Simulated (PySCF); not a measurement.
H3Ti, SMILES [TiH3+] (connectivity only; charge and spin as stated), charge +1, multiplicity 1.

Geometry optimised at ωB97X-D3(BJ)/def2-TZVPD. The spin state was assumed, not searched.

Computed with M06-2X/def2-TZVPD (PySCF).

Symmetry labels are those of the subgroup Cs that the program uses (full group Cs).

Computed valence orbital energies around the gap with their symmetry:
```json
[
 {"orbital": "HOMO−7", "symmetry": "A\"", "energy (eV)": "-470.14"},
 {"orbital": "HOMO−6", "symmetry": "A'", "energy (eV)": "-75.29"},
 {"orbital": "HOMO−5", "symmetry": "A'", "energy (eV)": "-50.49"},
 {"orbital": "HOMO−4", "symmetry": "A'", "energy (eV)": "-50.10"},
 {"orbital": "HOMO−3", "symmetry": "A\"", "energy (eV)": "-49.30"},
 {"orbital": "HOMO−2", "symmetry": "A'", "energy (eV)": "-22.52"},
 {"orbital": "HOMO−1", "symmetry": "A'", "energy (eV)": "-14.98"},
 {"orbital": "HOMO", "symmetry": "A'", "energy (eV)": "-12.53"},
 {"orbital": "LUMO", "symmetry": "A\"", "energy (eV)": "-7.07"},
 {"orbital": "LUMO+1", "symmetry": "A'", "energy (eV)": "-6.97"},
 {"orbital": "LUMO+2", "symmetry": "A'", "energy (eV)": "-6.63"},
 {"orbital": "LUMO+3", "symmetry": "A'", "energy (eV)": "-6.36"}
]
```
